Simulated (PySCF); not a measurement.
# Basis-set dependence of population analyses: `FB(F)[C@@H]1CS1`

Compound: C2H3BF2S.
Cartesian coordinates in Å at the PBE0-D3(BJ)/def2-SVP level; atoms count from 1:
```
atom  x, y, z in Å
F1     1.8841    1.4618   -0.9309
B2     1.1719    0.3911   -0.6349
F3     1.5649   -0.7626   -1.1425
C4    -0.0851    0.4917    0.2707
C5    -0.8685   -0.7311    0.5615
S6    -1.5508    0.2212   -0.8091
H7    -0.1906    1.3457    0.9482
H8    -0.4350   -1.6993    0.2904
H9    -1.4772   -0.7353    1.4707
```

PBE0 throughout (PySCF), one geometry, spherical d and f functions. Geometry: PBE0-D3(BJ)/def2-SVP, one conformer, isolated molecule. Atoms taken as equivalent share a column and are averaged. The first 7 of 8 kinds of atom are listed.

Mulliken charges (e):

| basis | functions | F1/F3 | B2 | C4 | C5 | S6 | H7 | H8 |
| --- | --- | --- | --- | --- | --- | --- | --- | --- |
| STO-3G | 37 | -0.125 | +0.365 | -0.253 | -0.232 | +0.096 | +0.087 | +0.093 |
| 6-31G | 64 | -0.291 | +0.803 | -0.617 | -0.538 | +0.208 | +0.248 | +0.244 |
| pcSseg-0 | 64 | -0.311 | +1.076 | -1.006 | -0.633 | +0.235 | +0.326 | +0.312 |
| 6-31G* | 94 | -0.255 | +0.705 | -0.467 | -0.462 | +0.035 | +0.234 | +0.235 |
| def2-SVP | 103 | -0.103 | +0.299 | -0.247 | -0.069 | -0.106 | +0.113 | +0.110 |
| cc-pVDZ | 103 | -0.089 | +0.281 | -0.210 | -0.074 | -0.074 | +0.071 | +0.093 |
| pcSseg-1 | 124 | -0.285 | +0.825 | -0.495 | -0.217 | -0.066 | +0.180 | +0.173 |
| aug-cc-pVDZ | 169 | -0.433 | +0.996 | +0.586 | +0.560 | +0.026 | -0.507 | -0.417 |
| 6-311+G(2d,p) | 188 | -0.324 | +0.870 | -0.483 | -0.184 | -0.015 | +0.147 | +0.158 |
| def2-TZVP | 210 | -0.233 | +0.488 | -0.186 | -0.182 | -0.107 | +0.149 | +0.158 |
| cc-pVTZ | 226 | -0.188 | +0.376 | -0.117 | -0.168 | -0.117 | +0.133 | +0.137 |
| IGLO-III | 249 | -0.345 | +0.842 | -0.392 | -0.375 | +0.128 | +0.156 | +0.173 |

IAO charges (e):

| basis | functions | F1/F3 | B2 | C4 | C5 | S6 | H7 | H8 |
| --- | --- | --- | --- | --- | --- | --- | --- | --- |
| STO-3G | 37 | -0.163 | +0.440 | -0.346 | -0.332 | +0.151 | +0.139 | +0.134 |
| 6-31G | 64 | -0.297 | +0.685 | -0.346 | -0.324 | +0.028 | +0.189 | +0.181 |
| pcSseg-0 | 64 | -0.285 | +0.668 | -0.357 | -0.326 | +0.040 | +0.188 | +0.178 |
| 6-31G* | 94 | -0.309 | +0.727 | -0.344 | -0.308 | +0.031 | +0.175 | +0.168 |
| def2-SVP | 103 | -0.304 | +0.708 | -0.342 | -0.301 | +0.046 | +0.171 | +0.163 |
| cc-pVDZ | 103 | -0.306 | +0.711 | -0.340 | -0.307 | +0.037 | +0.175 | +0.167 |
| pcSseg-1 | 124 | -0.311 | +0.721 | -0.346 | -0.307 | +0.042 | +0.177 | +0.168 |
| aug-cc-pVDZ | 169 | -0.314 | +0.724 | -0.342 | -0.310 | +0.030 | +0.181 | +0.172 |
| 6-311+G(2d,p) | 188 | -0.317 | +0.731 | -0.348 | -0.316 | +0.041 | +0.181 | +0.173 |
| def2-TZVP | 210 | -0.319 | +0.739 | -0.352 | -0.318 | +0.045 | +0.180 | +0.172 |
| cc-pVTZ | 226 | -0.318 | +0.737 | -0.350 | -0.316 | +0.039 | +0.180 | +0.172 |
| IGLO-III | 249 | -0.319 | +0.736 | -0.352 | -0.319 | +0.049 | +0.180 | +0.172 |

Hirshfeld charges (e):

```
        basis  functions   F1/F3      B2      C4      C5      S6      H7      H8
       STO-3G         37  -0.067  +0.194  -0.082  -0.030  -0.018  +0.021  +0.024
        6-31G         64  -0.129  +0.278  -0.092  -0.053  -0.056  +0.062  +0.059
     pcSseg-0         64  -0.130  +0.273  -0.100  -0.057  -0.016  +0.053  +0.051
       6-31G*         94  -0.125  +0.278  -0.087  -0.050  -0.071  +0.061  +0.058
     def2-SVP        103  -0.127  +0.276  -0.106  -0.064  -0.018  +0.057  +0.053
      cc-pVDZ        103  -0.120  +0.265  -0.104  -0.062  -0.028  +0.058  +0.054
     pcSseg-1        124  -0.135  +0.298  -0.107  -0.068  -0.024  +0.057  +0.054
  aug-cc-pVDZ        169  -0.136  +0.295  -0.118  -0.080  -0.009  +0.062  +0.058
6-311+G(2d,p)        188  -0.141  +0.303  -0.116  -0.075  -0.010  +0.061  +0.058
    def2-TZVP        210  -0.138  +0.298  -0.113  -0.074  -0.015  +0.061  +0.057
      cc-pVTZ        226  -0.135  +0.295  -0.112  -0.073  -0.019  +0.061  +0.057
     IGLO-III        249  -0.141  +0.300  -0.117  -0.079  +0.001  +0.059  +0.056
```

Some averages cover members that differ in this geometry, most widely: F1/F3, Mulliken in aug-cc-pVDZ -0.522 to -0.345; F1/F3, Mulliken in 6-311+G(2d,p) -0.341 to -0.307 e.

Task: Which scheme is steadiest as the basis changes?

Result: Largest range over the bases for any column: Hirshfeld 0.11 e, IAO 0.30 e, Mulliken 1.59 e. Hirshfeld charges move least and Mulliken charges most, counted in e. Without the minimal STO-3G basis the ranges are Hirshfeld 0.07, IAO 0.07, Mulliken 1.59 e.

Task: How much do the charges still move between the two largest bases, cc-pVTZ and IGLO-III?

Result: At most, over all atoms: Mulliken 0.466 e, IAO 0.010 e, Hirshfeld 0.020 e.

Task: What do the same runs give for the total energy, the frontier levels and the dipole moment?

Result: 
| basis | energy (Eh) | HOMO (eV) | LUMO (eV) | μ (D) |
| --- | --- | --- | --- | --- |
| STO-3G | -691.8945 | -3.38 | 3.26 | 0.68 |
| 6-31G | -700.2686 | -7.06 | -0.85 | 2.59 |
| pcSseg-0 | -699.2438 | -7.30 | -0.98 | 2.47 |
| 6-31G* | -700.3739 | -6.84 | -0.59 | 2.22 |
| def2-SVP | -700.0481 | -6.91 | -0.69 | 2.22 |
| cc-pVDZ | -700.4160 | -6.88 | -0.67 | 2.17 |
| pcSseg-1 | -700.3569 | -7.05 | -0.91 | 2.33 |
| aug-cc-pVDZ | -700.4371 | -7.03 | -1.00 | 2.28 |
| 6-311+G(2d,p) | -700.5084 | -7.04 | -1.04 | 2.30 |
| def2-TZVP | -700.5414 | -7.02 | -0.92 | 2.27 |
| cc-pVTZ | -700.5326 | -7.01 | -0.86 | 2.25 |
| IGLO-III | -700.5442 | -6.96 | -0.88 | 2.21 |

The dipole is fixed by the density alone, so its range of 1.91 D shows that the density itself changes with the basis, not only its division among atoms.
